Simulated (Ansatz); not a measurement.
Program: Ansatz 0.2.0.

A structure relaxed at PBE0-D4/def2-TZVP, charge 0, multiplicity 1:

```xyz
16

C     1.346    1.622   -0.051
C     1.978    0.257    0.182
In    0.632   -1.444    0.313
C    -1.520   -1.304    0.043
C    -2.084    0.066   -0.313
H     2.099    2.417   -0.102
H     0.779    1.657   -0.985
H     0.650    1.892    0.749
H     2.568    0.253    1.105
H     2.692    0.019   -0.615
H     1.315   -3.010    0.653
H    -1.782   -2.043   -0.721
H    -1.968   -1.679    0.970
H    -3.173    0.040   -0.430
H    -1.861    0.812    0.454
H    -1.671    0.446   -1.251
```

Problem. Give its formula and SMILES.

Solution. C4H11In, `C[CH2][InH][CH2]C`.

Problem. Point group (tolerance 0.08 Å, 0.16 Å for H)?

Solution. C2.

Problem. Summarise the bond lengths by kind.

Solution. 2 × C–C 1.523 Å; 10 × C–H 1.093 to 1.096 Å; 2 × C–In 2.173 Å; 1 × H–In 1.742 Å.
